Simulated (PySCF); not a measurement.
SMILES [F][AlH][SH] (H2AlFS), PBE0/def2-SVP optimised geometry.

```
5

Al     0.27     0.29     0.00
F      1.93     0.29     0.00
H     -0.50     1.66     0.00
S     -0.70    -1.66     0.00
H     -1.93    -1.10    -0.01
```

Density from PBE0/def2-TZVP (PySCF 2.14.0) at that geometry.

Minimum of the electron density along straight lines between bonded atoms, close to the bond critical point (lines longer than 1.1 times the sum of covalent radii, or with two minima, are not listed):

| bond | length / Å | ρ at the minimum / e bohr⁻³ | ∇²ρ there / e bohr⁻⁵ | position (fraction from the first atom) |
|---|---|---|---|---|
| Al1–F2 | 1.663 | 0.110 | 0.89 | 0.43 |
| Al1–H3 | 1.573 | 0.086 | 0.20 | 0.51 |
| Al1–S4 | 2.173 | 0.075 | 0.21 | 0.37 |
| S4–H5 | 1.353 | 0.208 | -0.57 | 0.64 |
